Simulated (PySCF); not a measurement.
A structure optimised at PBE-D3(BJ)/def2-SVP, used in a PySCF frequency run:

```
C
C 1 1.3641
Cl 1 1.7228 2 121.81
Cl 2 1.7246 1 122.66 3 180.00
Cl 2 1.7271 1 121.61 3 0.00
Br 1 1.8858 2 122.01 4 0.00
```

Write its SMILES, formula and point group.

ClC(Cl)=C(Cl)Br, C₂BrCl₃, Cs

What are its rotational constants (standard atomic weights)?

1.5252, 0.91331, 0.57124 GHz
